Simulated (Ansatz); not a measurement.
Molecule: sum formula TaO4H3 (charge +1, doublet). The spin state was set by rule; other spins were not relaxed. 
Geometry from a B3LYP-D3(BJ)/def2-TZVP (Ansatz, an electronic-structure program) optimisation:
```xyz
8

Ta    -0.0017    -0.0019     0.0016
O      1.2378     0.9168    -1.1231
O      1.0518    -0.8415     1.2503
H      1.4216    -1.3371     1.9902
O     -0.9179    -1.1111    -1.1405
H     -1.5111    -1.7384    -1.5696
O     -1.1358     1.1987     0.8006
H     -1.6720     1.9119     1.1619
```
Charge +1, spin multiplicity 2.

Basis-set convergence of Hartree-Fock and CCSD(T) correlation energies (hartree) with Ansatz. Cores are frozen in the correlated levels unless marked. Open shells are spin-unrestricted. Spin-orbit coupling is left out. The frozen core is the preceding noble-gas configuration, with the filled d and f shells of earlier blocks. In def2 rows, elements after Kr have scalar-relativistic effective core potentials.

| basis | functions | E(HF) | E(corr, CCSD(T)) |
|---|---|---|---|
| def2-SVPD | 151 | -357.28247 | -0.92763 |
| def2-TZVPPD | 270 | (withheld) | (withheld) |

Task: What belongs in the gaps?

Result: 
- def2-TZVPPD, E(HF): -357.67439
- def2-TZVPPD, E(corr, CCSD(T)): -1.12015
